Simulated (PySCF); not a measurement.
HgH: frontier orbitals

M06-2X at R = 1.769 Å; basis Hg def2-TZVP with ECP60, H def2-TZVP; scalar-relativistic core potentials; PySCF 2.14. State: ²Σ⁺ (doublet), unpaired electrons σ ↑. Only the outer orbitals are listed, counted within each symmetry, core potentials removing the inner ones.

| spin | orbital | occ. | ε (eV) | on Hg (%) | main shells (%) |
| --- | --- | --- | --- | --- | --- |
| α | 3σ | 1 | -15.50 | 87 | 85 Hg d, 12 H s |
| α | 2π | 1 | -14.55 | 100 | 100 Hg d |
| α | 2π | 1 | -14.55 | 100 | 100 Hg d |
| α | 1δ | 1 | -14.48 | 100 | 100 Hg d |
| α | 1δ | 1 | -14.48 | 100 | 100 Hg d |
| α | 4σ | 1 | -10.88 | 66 | 53 Hg s, 34 H s, 12 Hg d |
| α | 5σ | 1 | -6.83 | 67 | 37 Hg s, 33 H s, 29 Hg p |
| α | 3π | 0 | -0.13 | 100 | 100 Hg p |
| α | 3π | 0 | -0.13 | 100 | 100 Hg p |
| α | 6σ | 0 | 2.02 | 109 | 103 Hg p |
| β | 3σ | 1 | -14.85 | 93 | 92 Hg d |
| β | 1δ | 1 | -14.40 | 100 | 100 Hg d |
| β | 1δ | 1 | -14.40 | 100 | 100 Hg d |
| β | 2π | 1 | -14.36 | 100 | 100 Hg d |
| β | 2π | 1 | -14.36 | 100 | 100 Hg d |
| β | 4σ | 1 | -9.88 | 76 | 68 Hg s, 24 H s |
| β | 5σ | 0 | -2.29 | 74 | 46 Hg p, 26 H s, 26 Hg s |
| β | 3π | 0 | -0.40 | 100 | 100 Hg p |
| β | 3π | 0 | -0.40 | 100 | 100 Hg p |

Task: Which are the highest filled and the lowest empty level, where do they sit, and how wide is the gap?

Result: Highest filled α 5σ at -6.83 eV (in %: 37 Hg s, 33 H s, 29 Hg p); lowest empty β 5σ at -2.29 eV (in %: 46 Hg p, 26 H s, 26 Hg s); the gap at M06-2X is 4.54 eV.

- bond order (Mayer): 0.75
- ⟨S²⟩: 0.766
- charge on Hg (Mulliken, basis-dependent): 0.10
- charge on Hg (Löwdin, basis-dependent): 0.10
- dipole moment (positive dipole means Hg(−)H(+)): -0.34 D

Shares are Mulliken populations and can fall outside 0 to 100 %.

Spin–orbit coupling is left out. The state was picked by a PBE0 search and need not be the measured ground state.
